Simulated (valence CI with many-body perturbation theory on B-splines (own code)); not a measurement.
Values are calculated unless marked as measured or tabulated.
Hyperfine factors and g values of Rb30+

Level of theory: relativistic CI+MBPT: five valence electrons over a frozen Dirac-Fock core [He], radial functions for each j: 11 s, 11 p, 10 d, 8 f, 5 g, 2 h, with the one-electron correlation potential Σ1 (screened to all orders), the two-electron term Σ2, the three-electron term Σ3, Breit, model QED; selected single and double excitations, second order for the rest, scaled by the run's own slope (own B-spline code, finite nucleus).

The last digits are not significant, and no measured levels were compared; by estimate large intervals hold to a few tenths of a per cent, small ones and those within an open d or f shell to about a per cent. Among the levels kept, up to 5300 cm⁻¹ of a level comes from second order outside the variational space, and about a tenth of that is noise between levels of different J, which matters for small intervals.

A/g_I is the dipole constant over the nuclear g factor μ/I (μ in nuclear magnetons, uniformly magnetised nucleus), B/Q the quadrupole constant per barn. Both hold the static response of the core; the bare values leave it out. Large factors of s and p1/2 electrons are usually good to 5 to 10 %; those of open d and f shells near neutrality can be off by tens of per cent, and small factors of p3/2, d and f electrons come from cancelling terms and can be off by a factor of two or in sign, in half-filled shells by more. B is blank for J = 1/2, where it vanishes, and for nearly pure S terms. Energies count from the lowest level.

Levels are named by their leading jj configuration (3d3/2^4 stands for four electrons in 3d with j = 3/2), which in mixed levels can hold well under half, so a name can repeat and another be missing. Letters in brackets count levels of one name in rising energy.

```tsv
Level	E (eV)	g	A/g_I (MHz)	A/g_I bare	B/Q (MHz/b)	B/Q bare
(2s^2 2p1/2^2 2p3/2) J=3/2	0.0	1.524	68000	73300	112000	113000
(2s^2 2p1/2 2p3/2^2) J=3/2	54.1	1.340	19400	23200	70400	70600
(2s^2 2p1/2 2p3/2^2) J=5/2	67.4	1.192	170000	172000	-938	-941
(2s^2 2p1/2 2p3/2^2) J=1/2	84.8	0.655	499000	494000		
(2s^2 2p3/2^3) J=3/2	138.0	1.247	93700	96300	-184000	-185000
(2s 2p1/2^2 2p3/2^2) J=5/2	183.9	1.541	379000	377000	106000	106000
(2s 2p1/2^2 2p3/2^2) J=3/2	218.4	1.481	23100	30800	-113000	-113000
(2s 2p1/2^2 2p3/2^2) J=1/2	219.3	2.402	1240000	1220000		
(2s 2p1/2 2p3/2^3) J=3/2 [a]	259.9	1.185	144000	145000	-138000	-139000
(2s 2p1/2 2p3/2^3) J=5/2	276.0	1.243	468000	463000	-269000	-270000
(2s 2p1/2 2p3/2^3) J=1/2	296.0	1.536	67400	73100		
(2s 2p1/2 2p3/2^3) J=3/2 [b]	307.0	1.178	41100	47700	54600	54800
(2s 2p3/2^4) J=1/2	366.4	1.375	1290000	1260000		
(2p1/2^2 2p3/2^3) J=3/2	451.9	1.326	80700	86700	-160000	-161000
(2p1/2 2p3/2^4) J=1/2	516.4	0.655	500000	493000		
(2s^2 2p1/2^2 3s) J=1/2	2001.3	2.097	422000	416000		
(2s^2 2p1/2^2 3p1/2) J=1/2	2041.1	0.671	137000	136000		
(2s^2 2p1/2 2p3/2 3s) J=3/2 [a]	2055.5	1.686	119000	121000	108000	108000
(2s^2 2p1/2 2p3/2 3s) J=1/2	2060.4	1.244	-153000	-145000		
(2s^2 2p1/2^2 3p3/2) J=3/2	2064.3	1.343	25000	26300	37300	37400
(2s^2 2p1/2 2p3/2 3s) J=5/2	2066.4	1.392	234000	234000	79200	79400
(2s^2 2p1/2 2p3/2 3s) J=3/2 [b]	2070.2	1.037	156000	159000	56700	56900
(2s^2 2p1/2 2p3/2 3p1/2) J=1/2	2095.0	1.634	-62900	-55400		
(2s^2 2p1/2 2p3/2 3p1/2) J=3/2	2099.3	1.159	117000	119000	9670	9710
(2s^2 2p1/2^2 3d3/2) J=3/2	2107.0	0.764	16200	15900	3860	3980
(2s^2 2p1/2 2p3/2 3p1/2) J=5/2	2107.0	1.155	175000	177000	73000	73200
(2s^2 2p1/2 2p3/2 3p3/2) J=5/2 [a]	2114.7	1.429	3620	6710	171000	171000
(2s^2 2p1/2^2 3d5/2) J=5/2	2117.1	1.200	4720	4860	-3440	-3310
(2s^2 2p1/2 2p3/2 3p3/2) J=1/2 [a]	2117.3	1.837	-118000	-112000		
(2s^2 2p1/2 2p3/2 3p3/2) J=3/2 [a]	2119.3	1.360	111000	113000	11200	11300
(2s^2 2p1/2 2p3/2 3p3/2) J=3/2 [b]	2122.7	1.372	150000	152000	-1510	-1520
(2s^2 2p1/2 2p3/2 3p3/2) J=7/2	2125.7	1.284	116000	118000	118000	118000
(2s^2 2p3/2^2 3s) J=5/2	2129.7	1.394	165000	166000	85600	85800
(2s^2 2p1/2 2p3/2 3p3/2) J=3/2 [c]	2130.6	1.302	49000	52100	47000	47100
(2s^2 2p3/2^2 3s) J=3/2	2133.7	1.120	28500	33200	33900	34000
(2s^2 2p1/2 2p3/2 3p3/2) J=5/2 [b]	2136.4	1.182	148000	149000	19500	19600
(2s^2 2p1/2 2p3/2 3p3/2) J=1/2 [b]	2144.6	0.726	484000	481000		
(2s^2 2p3/2^2 3s) J=1/2	2156.0	1.975	429000	423000		
(2s 2p1/2^2 2p3/2 3s) J=5/2	2158.6	1.855	412000	411000	57400	57600
(2s^2 2p1/2 2p3/2 3d3/2) J=3/2 [a]	2161.9	0.948	31700	32800	-80500	-80700
```

Problem. Take the isotope of mass number 87, with I = 3/2, μ = 2.75129 μN, leaving out the quadrupole term. What is the hyperfine structure of (2s^2 2p1/2^2 2p3/2) J=3/2?

Solution. From the table A = 125000 MHz. Shifts from the centre of gravity in MHz: F = 0: -469000, F = 1: -344000, F = 2: -93800, F = 3: 281000.
